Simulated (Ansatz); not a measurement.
Reaction (redistribution): `C[O][GeH3]` + `N/C(Cl)=[CH]/[AlH2]` → `N/C(Cl)=[CH]/[GeH3]` + `C[O][AlH2]`

Gas-phase electronic energies from Ansatz, PBE0-D4/def2-TZVP geometries. CCSD(T)/CBS is the MP2 limit (def2-TZVPP, def2-QZVPP) plus CCSD(T) − MP2 in def2-TZVPP, frozen cores. Double bonds are as drawn, so ΔE can hold a change between cis and trans. For Ge outer-core shells are correlated without core-valence functions, which leaves a few kJ/mol of doubt a bond. Scalar relativity is left out up to krypton. Each species was taken in one conformer, which may not be the lowest.

```
              species  MP2/def2-QZVPP energy (Eh)
         `C[O][GeH3]`                 -2192.66103
`N/C(Cl)=[CH]/[AlH2]`                  -835.44729
`N/C(Cl)=[CH]/[GeH3]`                 -2669.94888
         `C[O][AlH2]`                  -358.19229
```

(1) Work out ΔE.

Largest T1 diagnostic among the species: 0.012.

Answers

(1) ΔE = (-2669.94888) + (-358.19229) − (-2192.66103) − (-835.44729) = -0.03285 Eh = -86.2 kJ/mol. CCSD(T)/CBS gives -85.5 kJ/mol.

In def2-TZVPP, CCSD(T) changes the Hartree–Fock value by −6.9 kJ/mol (the triples alone add +0.9 kJ/mol) and MP2 by −8.3 kJ/mol.
